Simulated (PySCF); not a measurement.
C3H6BNO2, SMILES C/N=C1\COB1O.

Coordinates come from a PBE-D3(BJ)/def2-SVP optimisation. The structure was generated by enumeration; whether it is a known compound was not checked. Other conformers were not sampled.

These are PBE/def2-TZVP (PySCF) values and carry that method's errors.

Gas-phase values at a fixed geometry.

Computed frontier levels, gap, dipole moment and polarisability:
```json
{
  "highest_occupied_level": "-5.66 eV",
  "lowest_empty_level": "-2.23 eV",
  "orbital_gap": "3.42 eV",
  "dipole_moment": "0.400 e·Å",
  "quadrupole, principal values (traceless, Buckingham form, about the centre of nuclear charge)": "-11.00, -0.89, 11.89 D·Å",
  "mean_static_polarisability": "66.9 bohr³ (9.91 Å³)",
  "polarisability_principal_values": "45.9, 64.7, 90.0 bohr³"
}
```
